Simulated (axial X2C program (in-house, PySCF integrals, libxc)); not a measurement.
How the levels of TcF⁻ (d5 s2 p(π)0 orbitals) move with the bond length

Calculated with an axial X2C code built on PySCF integrals: two-component X2C with atomic mean-field Coulomb and Gaunt terms, basis Tc dyall-v3z, F dyall-av3z (cores contracted in-house). Orbitals come from Hartree–Fock averaged over the configuration Tc d5 s2 p(π)0; CI then distributes these electrons over the d, s, p(π) shells of Tc.

At R = 2.058 Å:

```csv
Ω,energy (cm⁻¹),g∥,configuration
5/2,0,10.00,93% d5 s2
3/2,2,6.00,93% d5 s2
1/2,3,2.00,93% d5 s2
5/2,10464,12.01,100% d5 s1 p(π)1
3/2,10538,8.00,100% d5 s1 p(π)1
1/2,10610,4.00,100% d5 s1 p(π)1
1/2,10683,0.00,100% d5 s1 p(π)1
3/2,10754,4.00,100% d5 s1 p(π)1
5/2,10825,8.00,100% d5 s1 p(π)1
7/2,10895,12.00,100% d5 s1 p(π)1
9/2,10965,16.01,100% d5 s1 p(π)1
5/2,14917,7.88,78% d5 s2 + 9% d5 s1 p(π)1
3/2,15060,3.93,78% d5 s2 + 9% d5 s1 p(π)1
1/2,15312,0.02,77% d5 s2 + 10% d5 s1 p(π)1
```

g∥ is the magnitude of 2⟨Lz + ge Sz⟩ for the +Ω component. The lowest 14 levels at most are listed.

At R = 2.140 Å:

```tsv
Ω	energy (cm⁻¹)	g∥	configuration
5/2	0	10.00	95% d5 s2
3/2	1	6.00	95% d5 s2
1/2	2	2.00	95% d5 s2
5/2	14572	12.01	100% d5 s1 p(π)1
3/2	14650	8.00	100% d5 s1 p(π)1
1/2	14726	4.00	100% d5 s1 p(π)1
1/2	14802	0.01	100% d5 s1 p(π)1
3/2	14877	4.00	100% d5 s1 p(π)1
5/2	14951	8.00	100% d5 s1 p(π)1
7/2	15024	12.00	100% d5 s1 p(π)1
9/2	15096	16.01	100% d5 s1 p(π)1
5/2	16389	7.87	85% d5 s2 + 6% d5 s1 p(π)1
3/2	16538	3.93	85% d5 s2 + 6% d5 s1 p(π)1
1/2	16798	0.02	84% d5 s2 + 6% d5 s1 p(π)1
```

The lowest level lies 521 cm⁻¹ above the lowest at the first distance.

(1) How does the gap from the lowest to the fifth level change between the two distances?

There is no dynamic correlation: spin–orbit spacings and, for f shells, spacings inside one term are the most reliable numbers, splittings between terms come out too wide, and energies between configurations are not reliable, so the lowest level need not be the ground state of the molecule. For d shells the ligand-field splittings (σ, π, δ) and their order can be off by a thousand cm⁻¹ or more. At most 4 roots were kept for each Ω > 0 (twice that for Ω = 0) within 3.2 eV of the lowest, so higher up levels can be missing between those listed; levels with Ω > 0 are doubly degenerate and listed once, Ω = 0 levels singly. Some active spinors are only partly of the character that their shell is named for, so the shell names and counts are nominal. States that fill the shells left empty in the average are placed too high. For an anion, levels above electron detachment are held by the basis set.

Results:

(1) From 10538 to 14650 cm⁻¹, a factor of 1.39.
